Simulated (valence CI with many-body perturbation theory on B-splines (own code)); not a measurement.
## E1 line list for Tl75+

Level of theory: configuration interaction combined with many-body perturbation theory (CI+MBPT): four valence electrons over a frozen Dirac-Fock core [He], radial functions for each j: 11 s, 11 p, 9 d, 7 f, 5 g, 2 h, 1 i, with the one-electron correlation potential Σ1 (screened to all orders), the two-electron term Σ2, the three-electron term Σ3, Breit, model QED; selected single and double excitations, second order for the rest (own B-spline code, finite nucleus).

No measured spectrum was set against this ion. As an estimate, large intervals hold to a few tenths of a per cent, small ones and those within an open d or f shell to about a per cent. Among the levels kept, up to 310 cm⁻¹ of a level comes from second order outside the variational space, and about a tenth of that is noise between levels of different J, which matters for small intervals.

Lines 151 to 200 of 248 in falling wavelength, among levels below 1210.8 Ry, chosen from the strongest by gf and those to the six lowest levels. Wavelengths and rates use the calculated energies. Electric multipoles are in the length gauge, E1 and E2 with the static RPA response of the core. Weak lines are less certain than strong ones. Lines between different terms over intervals too small for the method are left out, as are lines whose strength nearly cancels. The highest levels of a list are the least certain.

Levels are named by their leading jj configuration (3d3/2^4 stands for four electrons in 3d with j = 3/2), which in mixed levels can hold well under half, so a name can repeat and another be missing. Letters in brackets count levels of one name in rising energy.

```tsv
λ vac (Å)	Upper	Lower	A (s⁻¹)	S (a.u.) with core polarisation	S without
1.054	(2s 2p1/2^2 3d5/2) J=2	(2s 2p1/2^2 2p3/2) J=2	1.80e+14	5.21e-04	5.21e-04
1.053	(2s^2 2p1/2 3d5/2) J=2	(2s^2 2p1/2 2p3/2) J=1	1.98e+15	5.70e-03	5.71e-03
1.053	(2s 2p1/2 2p3/2 3p3/2) J=2 [a]	(2s^2 2p3/2^2) J=2	6.68e+14	1.92e-03	1.93e-03
1.052	(2s^2 2p3/2 3d5/2) J=2	(2s^2 2p3/2^2) J=2	9.54e+14	2.74e-03	2.74e-03
1.051	(2s 2p1/2 2p3/2 3d5/2) J=3 [b]	(2s 2p1/2 2p3/2^2) J=2 [a]	2.45e+14	9.82e-04	9.82e-04
1.051	(2s^2 2p3/2 3d5/2) J=3	(2s^2 2p3/2^2) J=2	3.43e+15	1.37e-02	1.37e-02
1.050	(2s 2p1/2 2p3/2 3p3/2) J=2 [b]	(2s^2 2p3/2^2) J=2	3.38e+13	9.64e-05	9.64e-05
1.049	(2s^2 2p3/2 3d5/2) J=1	(2s^2 2p3/2^2) J=2	1.95e+14	3.33e-04	3.33e-04
1.048	(2s 2p1/2 2p3/2 3p3/2) J=3 [b]	(2s^2 2p3/2^2) J=2	2.52e+14	1.00e-03	1.00e-03
1.048	(2s 2p1/2 2p3/2 3p3/2) J=1 [b]	(2s^2 2p3/2^2) J=2	9.90e+12	1.69e-05	1.69e-05
1.048	(2s 2p1/2^2 3p3/2) J=2	(2s^2 2p1/2 2p3/2) J=2	6.66e+12	1.89e-05	1.89e-05
1.046	(2s 2p1/2^2 3p3/2) J=2	(2s^2 2p1/2 2p3/2) J=1	6.85e+13	1.94e-04	1.94e-04
1.043	(2s 2p1/2 2p3/2 3p3/2) J=3 [c]	(2s^2 2p3/2^2) J=2	3.52e+13	1.38e-04	1.38e-04
1.041	(2s 2p1/2 2p3/2 3p3/2) J=2 [d]	(2s^2 2p3/2^2) J=2	8.83e+12	2.46e-05	2.46e-05
0.9666	(2s 2p1/2 2p3/2 3s) J=2 [b]	(2s 2p1/2^2 2p3/2) J=1	1.01e+13	2.25e-05	2.25e-05
0.9645	(2s 2p1/2 2p3/2 3s) J=2 [a]	(2s 2p1/2^2 2p3/2) J=2	4.91e+13	1.09e-04	1.08e-04
0.9621	(2s 2p1/2 2p3/2 3s) J=1 [a]	(2s 2p1/2^2 2p3/2) J=2	6.55e+13	8.64e-05	8.61e-05
0.9618	(2s 2p1/2 2p3/2 3s) J=0	(2s 2p1/2^2 2p3/2) J=1	8.18e+13	3.59e-05	3.58e-05
0.9618	(2s 2p1/2 2p3/2 3s) J=1 [b]	(2s 2p1/2^2 2p3/2) J=1	7.41e+13	9.76e-05	9.74e-05
0.9614	(2s 2p1/2 2p3/2 3s) J=3	(2s 2p1/2^2 2p3/2) J=2	8.26e+13	2.54e-04	2.53e-04
0.9612	(2s 2p1/2 2p3/2 3s) J=1 [c]	(2s 2p1/2^2 2p3/2) J=1	1.18e+13	1.55e-05	1.55e-05
0.9610	(2s 2p1/2 2p3/2 3s) J=2 [c]	(2s 2p1/2^2 2p3/2) J=1	6.09e+13	1.33e-04	1.33e-04
0.9596	(2s^2 2p1/2 3s) J=1	(2s^2 2p1/2^2) J=0	7.64e+13	1.00e-04	9.97e-05
0.9592	(2s 2p1/2 2p3/2 3s) J=2 [b]	(2s 2p1/2^2 2p3/2) J=2	3.29e+13	7.17e-05	7.15e-05
0.9569	(2s^2 2p3/2 3s) J=2	(2s^2 2p1/2 2p3/2) J=2	5.01e+13	1.08e-04	1.08e-04
0.9561	(2s^2 2p3/2 3s) J=1	(2s^2 2p1/2 2p3/2) J=2	7.97e+13	1.03e-04	1.03e-04
0.9555	(2s^2 2p3/2 3s) J=2	(2s^2 2p1/2 2p3/2) J=1	4.30e+13	9.26e-05	9.23e-05
0.9548	(2s^2 2p3/2 3s) J=1	(2s^2 2p1/2 2p3/2) J=1	1.90e+13	2.45e-05	2.45e-05
0.9342	(2s^2 2p3/2 3p3/2) J=1	(2s 2p1/2^2 2p3/2) J=1	6.45e+12	7.79e-06	7.78e-06
0.9325	(2s 2p1/2 2p3/2 3p1/2) J=1 [a]	(2s^2 2p1/2 2p3/2) J=2	7.00e+13	8.41e-05	8.40e-05
0.9318	(2s^2 2p3/2 3p3/2) J=2	(2s 2p1/2^2 2p3/2) J=1	4.19e+12	8.36e-06	8.35e-06
0.9312	(2s 2p1/2 2p3/2 3p1/2) J=1 [a]	(2s^2 2p1/2 2p3/2) J=1	2.03e+14	2.42e-04	2.42e-04
0.9304	(2s 2p1/2 2p3/2 3p1/2) J=2 [a]	(2s^2 2p1/2 2p3/2) J=1	5.14e+14	1.02e-03	1.02e-03
0.9298	(2p1/2^2 2p3/2 3p1/2) J=1	(2s 2p1/2^2 2p3/2) J=1	2.08e+14	2.48e-04	2.48e-04
0.9298	(2p1/2^2 2p3/2 3p1/2) J=2	(2s 2p1/2^2 2p3/2) J=1	6.00e+14	1.19e-03	1.19e-03
0.9295	(2s 2p1/2 2p3/2 3p1/2) J=3	(2s^2 2p1/2 2p3/2) J=2	7.36e+14	2.04e-03	2.04e-03
0.9285	(2s 2p1/2^2 3p1/2) J=1	(2s^2 2p1/2^2) J=0	7.86e+14	9.32e-04	9.31e-04
0.9273	(2s^2 2p3/2 3p3/2) J=3	(2s 2p1/2^2 2p3/2) J=2	6.86e+12	1.89e-05	1.89e-05
0.9262	(2s 2p1/2 2p3/2 3p1/2) J=2 [b]	(2s^2 2p1/2 2p3/2) J=2	4.19e+14	8.21e-04	8.20e-04
0.9249	(2s 2p1/2 2p3/2 3p1/2) J=2 [b]	(2s^2 2p1/2 2p3/2) J=1	7.02e+13	1.37e-04	1.37e-04
0.9248	(2s^2 2p3/2 3p3/2) J=2	(2s 2p1/2^2 2p3/2) J=2	3.66e+12	7.14e-06	7.13e-06
0.9237	(2s 2p1/2 2p3/2 3p1/2) J=1 [b]	(2s^2 2p1/2 2p3/2) J=2	2.06e+14	2.41e-04	2.41e-04
0.9235	(2s 2p1/2 2p3/2 3p1/2) J=2 [c]	(2s^2 2p1/2 2p3/2) J=2	3.07e+14	5.97e-04	5.96e-04
0.9229	(2p1/2^2 2p3/2 3p1/2) J=1	(2s 2p1/2^2 2p3/2) J=2	1.04e+15	1.21e-03	1.21e-03
0.9229	(2p1/2^2 2p3/2 3p1/2) J=2	(2s 2p1/2^2 2p3/2) J=2	6.39e+14	1.24e-03	1.24e-03
0.9225	(2s 2p1/2 2p3/2 3p1/2) J=0	(2s^2 2p1/2 2p3/2) J=1	7.32e+14	2.83e-04	2.83e-04
0.9224	(2s 2p1/2 2p3/2 3p1/2) J=1 [b]	(2s^2 2p1/2 2p3/2) J=1	4.62e+14	5.37e-04	5.36e-04
0.9223	(2s 2p1/2 2p3/2 3p1/2) J=2 [c]	(2s^2 2p1/2 2p3/2) J=1	1.25e+14	2.41e-04	2.41e-04
0.9196	(2s 2p1/2 2p3/2 3p1/2) J=1 [c]	(2s^2 2p1/2 2p3/2) J=2	4.05e+14	4.66e-04	4.66e-04
0.9183	(2s 2p1/2 2p3/2 3p1/2) J=1 [c]	(2s^2 2p1/2 2p3/2) J=1	7.30e+13	8.37e-05	8.37e-05
```
